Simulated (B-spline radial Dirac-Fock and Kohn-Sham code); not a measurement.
System: atomic lead, [Xe] 4f14 5d10 6s2 6p2. Model: Dirac-Hartree-Slater photoionisation with all multipoles and Dirac-Fock thresholds. Program: a radial atomic solver.

Q: Which of the sources Mg Kα (1253.6 eV), Al Kα (taken as 1486.9 eV), Ag Lα (2984.4 eV), Cr Kα (5414.7 eV), Cu Kα (8047.8 eV), Ga Kα (9251.7 eV), Mo Kα (17479.3 eV), Ag Kα (22162.9 eV) can ionise the 3d3/2 level, and how does the cross section change among them?

A: The computed threshold is 2593.8 eV, above Mg Kα, Al Kα; the others can ionise it. Cross sections: Ag Lα 208 kb, Cr Kα 39.5 kb, Cu Kα 11.6 kb, Ga Kα 7.43 kb, Mo Kα 0.863 kb, Ag Kα 0.372 kb. From the first to the last it falls by a factor of 560.
